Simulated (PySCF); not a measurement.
H₃S₂ (cation, charge +1), SMILES S[SH2+], singlet, B3LYP/def2-SVP optimised geometry.

```
5

S     -1.02    -1.10     2.04
S     -0.63    -0.68     0.00
H     -1.91    -2.07     1.70
H      0.74    -0.68     0.00
H     -0.74     0.68     0.00
```

Density from PySCF with B3LYP/def2-TZVP at that geometry.

Minimum of the electron density along straight lines between bonded atoms, close to the bond critical point (lines longer than 1.1 times the sum of covalent radii, or with two minima, are not listed):

| bond | length / Å | ρ at the minimum / e bohr⁻³ | ∇²ρ there / e bohr⁻⁵ | position (fraction from the first atom) |
|---|---|---|---|---|
| S1–S2 | 2.120 | … | … | 0.47 |
| S1–H3 | 1.360 | 0.216 | -0.62 | 0.67 |
| S2–H4 | 1.368 | 0.218 | -0.65 | 0.68 |
| S2–H5 | 1.368 | 0.218 | -0.65 | 0.68 |

Q: Fill in the missing entries.

A: 
- S1–S2, ρ at the minimum / e bohr⁻³: 0.133
- S1–S2, ∇²ρ there / e bohr⁻⁵: -0.09
